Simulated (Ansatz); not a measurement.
HI3OZr (`[OH][Zr]([I])([I])[I]`) at its PBE0-D4/def2-TZVP geometry, where that method's forces vanish. Total charge 0; spin multiplicity 1. Zr, I: def2 effective core potential.

```xyz
6

O     1.0219    0.3179    1.0917
Zr   -0.2279   -0.0707   -0.2450
I    -2.7082    0.4380    0.6930
I     0.2749    1.4778   -2.3991
I    -0.0175   -2.6771   -0.9178
H     1.6568    0.5141    1.7771
```

(1) What forces (eV/Å) does PBE-D4/def2-TZVPP give on these atoms in Ansatz 0.2.0? (An estimate is asked.)

## Answers

(1) Ansatz gave: 
```
O1   0.002  0.001  0.000
Zr2 -0.199 -0.062 -0.213
I3  -0.152  0.032  0.059
I4   0.032  0.096 -0.132
I5   0.014 -0.160 -0.041
H6   0.304  0.094  0.327
```
